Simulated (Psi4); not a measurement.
A dimer, C2H2 ··· BF3 (SMILES C#C and FB(F)F); the first 4 atoms form monomer A.

```
8

C      0.5900     0.0169    -0.0983
C     -0.5900    -0.0170     0.0983
H      1.6378     0.0473    -0.2729
H     -1.6378    -0.0472     0.2729
F      4.4496     0.1485     0.7075
B      4.4433    -1.1420     0.4517
F      3.4940    -1.9073     0.9449
F      5.3867    -1.6683    -0.2989
```

**Question.** What interaction energy does SAPT0/jun-cc-pVDZ, frozen core (Psi4 1.11) give, and which attractive term is the largest?

**Answer.** Total 3.27 kJ/mol: electrostatics 3.68, exchange 1.59, induction -0.28, dispersion -1.72. The most attractive term is dispersion.
